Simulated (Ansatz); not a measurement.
Process, species as SMILES: N[Si](N)(Br)Br -> N[Si](N)Br + Br atom (the Br-Si bond at the site shown breaks; other sites are not compared here)
Structures are relaxed separately at B3LYP-D3(BJ)/def2-TZVP in Ansatz (a quantum-chemistry and plane-wave program), one conformer each, not searched for the lowest.
Geometry of the first species:
SMILES: N[Si](N)(Br)Br
```xyz
9

Si     0.0041    -0.7417     0.0331
Br    -0.0880     0.5217    -1.8171
Br     0.0815     0.6825     1.7634
N      1.3802    -1.7114     0.2187
N     -1.3613    -1.7390    -0.0647
H      1.5669    -2.4490    -0.4435
H      2.2213    -1.3352     0.6254
H     -2.2063    -1.4098    -0.5029
H     -1.5403    -2.4167     0.6607
```

Property: bond dissociation energy (electronic energy difference), in kJ/mol. Correlated levels leave the core frozen unless marked. UHF or UKS for open shells. No spin-orbit coupling. The frozen core is the preceding noble-gas configuration, with the filled d and f shells of earlier blocks. No relativistic terms. Basis-set limits of correlation are two-point, X^-3; Hartree-Fock from the larger set. The bracket is a focal-point correction in the basis named.

| level | program | bond dissociation energy (kJ/mol) | minus last row |
|---|---|---|---|
| PBE-D3(BJ)/def2-TZVPD | Ansatz + dftd3 | 408.8 | -17.1 |
| revPBE-D4/def2-TZVPD | Ansatz + dftd4 | 399.5 | -26.4 |
| revPBE/def2-TZVPD | Ansatz | 377.7 | -48.2 |
| B3LYP-D3(BJ)/def2-TZVPD | Ansatz + dftd3 | 400.6 | -25.3 |
| r2SCAN0/def2-TZVPD | Ansatz | 407.3 | -18.6 |
| CAM-B3LYP/def2-TZVPD | Ansatz | 395.0 | -30.9 |
| LC-wPBE-D4/def2-TZVPD | Ansatz + dftd4 | 414.4 | -11.5 |
| MP2/STO-3G | Ansatz | 384.5 | -41.4 |
| CCSD(T)/6-31G* | Ansatz | 385.6 | -40.3 |
| RI-MP2/CBS(def2-TZVPP,def2-QZVPP)+[CCSD(T)-MP2]/def2-TZVPP | Ansatz | 425.9 | 0.0 |
